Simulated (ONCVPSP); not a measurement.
# PBE ONCV dataset for mercury, scalar-relativistic all-electron reference.

ONCVPSP 4.0.1 input, shortened (lines: element, Z, core and valence counts, functional; n l f; lmax; l rc ep ncon nbas qcut; lloc lpopt rc5 dvloc0; l nproj debl; icmod fcfact rcfact), PBE, scalar-relativistic:

```
  Hg 80.00   10    3        4      upf
    1    0    2.00
    2    0    2.00
    2    1    6.00
    3    0    2.00
    3    1    6.00
    3    2   10.00
    4    0    2.00
    4    1    6.00
    4    2   10.00
    4    3   14.00
    5    0    2.00
    5    1    6.00
    5    2   10.00
    3
    0    1.50    0.00    4    7    7.80
    1    1.20    0.00    4    8    7.30
    2    1.75    0.00    4    9   10.00
    3    1.50    0.40    5    8    7.20
    4    2    0.80    0.00
    0    3    0.80
    1    2    1.50
    2    2    3.60
    3    2    2.80
    3    2.25    1.05
```

In the s channel the program set the typed energies aside and used -5.049, 0.050, 0.850 Ha. In the p channel the program set the typed energies aside and used -3.153, 0.250 Ha.

Poles of the logarithmic derivatives, all-electron (AE) and pseudo (PS). s: poles at -4.6 (AE) and -4.6 (PS) Ha. p: poles at -0.0 (AE) and -0.0 (PS) Ha. d: poles at -0.1 (AE) and -0.1 (PS) Ha. f: poles at -4.2, 4.5 (AE) and 4.5 (PS) Ha. Test radii: s 1.52, p 1.22, d 1.77, f 1.52 bohr.

- Cutoffs needed: 105 Ha and 143 Ha (the cutoffs (Ha) at which the residual kinetic energy of the hardest occupied pseudo-wave falls to 1 and 0.1 mHa per electron)
- Ghost test: no bound ghost flagged; GHOST(+) flagged for s at 411.6 eV
- Largest excitation error: -34 meV (all-electron minus pseudo) for 5s2 5p6 5d8, out of 4 test configurations
- rms error of d²Exc/dni dnj: 8.40 mHa without and 3.99 mHa with the model core
